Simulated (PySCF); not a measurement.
## TDDFT excited states: C5H8OSi2

Compound: C5H8OSi2.
SMILES: `C#C[Si@@H]1C=C(C)[SiH2]O1`

Computed with TDDFT PBE0/def2-SVPD, vertical, gas phase, core orbitals frozen in the response in PySCF. Geometry: GFN2-xTB; no solvent, vibrations or thermal averaging.

Task: What does the calculation give for the low-lying excited states?

Result: 

| state | E (eV) | ν̃ (cm⁻¹) | f | main configurations (H = HOMO, L = LUMO) |
| --- | --- | --- | --- | --- |
| S1 | 5.91 | 47660 | 0.0039 | H-1→L+1 (43%), H→L+1 (23%) |
| S2 | 6.07 | 48990 | 0.013 | H-1→L (59%), H-3→L (13%) |
| S3 | 6.25 | 50380 | 0.0020 | H→L+1 (46%), H-2→L+1 (12%), H-2→L (10%) |
| S4 | 6.34 | 51100 | 0.016 | H-3→L (22%), H-2→L+1 (18%), H→L+1 (15%) |
| S5 | 6.36 | 51280 | 0.0066 | H-2→L (36%), H-2→L+2 (23%), H-1→L+1 (17%) |
| S6 | 6.60 | 53260 | 0.061 | H-3→L (40%), H-1→L (17%), H-5→L (14%) |
| S7 | 6.63 | 53490 | 0.250 | H→L (57%), H-2→L+1 (11%) |
| S8 | 6.87 | 55400 | 0.0050 | H-4→L (38%), H-2→L (27%), H-2→L+2 (16%) |

Triplets (Tamm–Dancoff): T1 4.17 eV, H→L (87%); T2 4.92 eV, H-2→L+1 (38%), H-1→L+2 (12%); T3 5.35 eV, H-1→L+1 (25%), H-1→L (14%), H-2→L+1 (13%).

The lowest singlet lies at 5.91 eV (210 nm, ultraviolet) and is very weak; its leading configuration is HOMO-1→LUMO+1 (43%). The most intense listed level is S7 at 6.63 eV (187 nm, f = 0.250), 0.72 eV above S1. Löwdin shares by element: HOMO carbon 76% or more (atoms not listed hold the other 24%); LUMO carbon 58% or more, silicon 14% (atoms not listed hold the other 28%). Of the 8 states listed, 4 reach f = 0.01 and none stays under 0.0005. Orbital energies (eV): HOMO-3 -8.62, HOMO-2 -8.38, HOMO-1 -8.13, HOMO -7.81, LUMO -0.67, LUMO+1 -0.44, LUMO+2 0.14. Weighted by f, the mean energy of these states is 6.58 eV. Singlets were solved by full linear response, triplets in the Tamm–Dancoff approximation.
